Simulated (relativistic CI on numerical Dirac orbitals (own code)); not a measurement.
**Radial parameters of Se30+**

Calculated at this level of theory: Dirac-Coulomb-Breit CI, KLI orbitals optimised for each configuration, model QED (radiative potential, 1s self-energy scaled to tabulated hydrogen-like ionisation energies), unscaled Slater integrals (own radial code, finite nucleus).

Slater integrals F^k, G^k are unscaled and averaged over j, outside the closed core 1s2; ζ comes from projecting the Hamiltonian with its Breit term on Σ l·s of the shell.

- 2s2p: G^1(2s,2p) = 648930, ζ(2p) = 266250 cm⁻¹; <r>(2s) = 0.1807, <r^2>(2s) = 0.03825, <r>(2p) = 0.1546, <r^2>(2p) = 0.02883 (bohr units).
- 2p²: F^2(2p,2p) = 617670, ζ(2p) = 264320 cm⁻¹; <r>(2p) = 0.1549, <r^2>(2p) = 0.02894 (bohr units).
- 2p3s: ζ(2p) = 271260, G^1(2p,3s) = 66181 cm⁻¹; <r>(2p) = 0.1538, <r^2>(2p) = 0.02853, <r>(3s) = 0.4163, <r^2>(3s) = 0.1969 (bohr units).

Averages of the first 10 configurations, taken without configuration mixing, which lowers the lowest level and can move excited configurations by several eV; other configurations of the list can lie among them:

```tsv
Configuration	Parity	States	Average energy above the lowest level (eV)
2s²	even	1	8.7
2s2p	odd	12	104.9
2p²	even	15	227.7
2p3s	odd	12	2089.1
2p3p	even	36	2122.1
2s3s	even	4	1984.6
2s3p	odd	12	2019.5
2s3d	even	20	2043.3
2s4s	even	4	2661.4
2s4p	odd	12	2675.7
```
